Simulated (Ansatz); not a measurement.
Reaction (redistribution): `[SiH3][O][SnH3]` + `F[Si]Br` → `[Br][SnH3]` + `F[Si]O[SiH3]`

Computed with Ansatz on PBE0-D4/def2-TZVP structures; ΔE is electronic, products minus reactants. CCSD(T)/CBS is the MP2 limit (def2-TZVPP, def2-QZVPP) plus CCSD(T) − MP2 in def2-TZVPP, frozen cores. Functionals use def2-TZVPP. Elements past krypton have def2 core potentials. For Br, Sn outer-core shells are correlated without core-valence functions, which leaves a few kJ/mol of doubt a bond. Scalar relativity is left out up to krypton. Each species was taken in one conformer, which may not be the lowest.

CCSD(T)/CBS gives -24.6 kcal/mol.

(1) Another level gave -24.8 kcal/mol. Which?
A. SCS-MP2/def2-TZVPP
B. BHLYP-D4/def2-TZVPP
C. B97M-V/def2-TZVPP
D. PBE/def2-TZVPP

(2) What do rigid-rotor, harmonic-oscillator terms from PBE0-D4/def2-TZVP frequencies (298.15 K, 1 bar) make of the CCSD(T)/CBS value? (Best estimate.)

Largest T1 diagnostic among the species: 0.014.

Answers

(1) A. SCS-MP2/def2-TZVPP -24.8, PBE -22.7, BHLYP-D4 -26.9, B97M-V -23.8 kcal/mol.

(2) Computed: ΔZPE = +0.4 kcal/mol, ΔH = -24.4 kcal/mol, ΔS = -24 J/(mol·K), ΔG = -22.7 kcal/mol. Modes under 50 cm⁻¹ make the entropy rough.

In def2-TZVPP, CCSD(T) changes the Hartree–Fock value by +4.2 kcal/mol (the triples alone add +0.9 kcal/mol) and MP2 by +4.1 kcal/mol. From BLYP to BHLYP (50 % exact exchange), in def2-TZVPP and without D4, ΔE moves by −3.6 kcal/mol. Leaving LDA and LC-ωPBE aside and taking each functional with its dispersion term where it has one, the values, not all of them listed here, spread over 5.0 kcal/mol, from BHLYP-D4 to revPBE-D4. LDA lies −1.4 kcal/mol from PBE without D4.
